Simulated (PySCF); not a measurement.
A PySCF script (with the pyscf-properties extension) for the NMR shieldings of SMILES CB(C)CB(O)O, C$_{3}$H$_{10}$B$_{2}$O$_{2}$, on a GFN2-xTB geometry:

```python
import basis_set_exchange as bse
import numpy as np
from pyscf import gto, dft
from pyscf.prop import nmr

atoms = """
C    -1.302647    1.512786    0.439557
B    -0.782116    0.050353    0.159047
C    -1.412441   -0.786796   -1.027873
C     0.406075   -0.538227    1.004559
B     1.763193   -0.249817    0.198585
O     2.116585   -0.940713   -0.922995
O     2.590718    0.725962    0.623169
H    -0.554287    2.143033    0.913624
H    -1.663318    2.019790   -0.453203
H    -2.149172    1.464979    1.125662
H    -2.468975   -0.574715   -1.177058
H    -0.914704   -0.501179   -1.955953
H    -1.299899   -1.864490   -0.927151
H     0.316594   -1.616340    1.143828
H     0.486539   -0.073691    1.984353
H     1.492454   -1.602853   -1.214078
H     3.368404    0.843949    0.076018
"""
names = dict.fromkeys(["C", "B", "O", "H"], "pcSseg-1")
basis = {el: gto.basis.parse(bse.get_basis(n, elements=[el], fmt="nwchem")) for el, n in names.items()}
mol = gto.M(atom=atoms, basis=basis, charge=0, verbose=0)
mf = dft.RKS(mol, xc="PBE0")
mf.grids.level = 2
mf.grids.alignment = dft.numint.BLKSIZE   # the property module wants whole blocks of grid points
mf.conv_tol = 1e-9
mf.kernel()

calc = nmr.RKS(mf)   # GIAO
C = mf.mo_coeff
Co = C[:, mf.mo_occ > 0]
resp = mf.gen_response(singlet=True, hermi=2)
def vind(x):   # induced exchange potential for any number of trial vectors
    d = np.einsum("pi,xij,qj->xpq", C, 2 * x.reshape(-1, C.shape[1], Co.shape[1]), Co, optimize=True)
    return np.einsum("xpq,pi,qj->xij", resp(d - d.transpose(0, 2, 1)), C, Co, optimize=True).ravel()
mo1, _ = nmr.rhf.solve_mo1(calc, with_cphf=vind)
sigma = calc.kernel(mo1)
for i, s in enumerate(sigma):   # ppm
    print("%2d %-2s %9.2f" % (i, mol.atom_pure_symbol(i), np.trace(s) / 3))
```

Question: What are the results?

Answer: 
```
 0 C     171.64
 1 B      13.70
 2 C     171.79
 3 C     155.29
 4 B      72.09
 5 O     198.21
 6 O     214.39
 7 H      30.49
 8 H      30.84
 9 H      31.10
10 H      30.55
11 H      31.18
12 H      30.88
13 H      30.44
14 H      29.90
15 H      27.58
16 H      27.76
```

These numbers come from an equivalent density-fitted implementation of the same equations, which agrees with the script to about 0.01 ppm for H and up to a few tenths of a ppm for heavy atoms, so last digits may differ.

Size and cost of the density-fitted run: 169 basis functions, 28 s wall time on 1 thread of an Intel Xeon Platinum 8375C, shared host; peak memory 0.75 GiB.
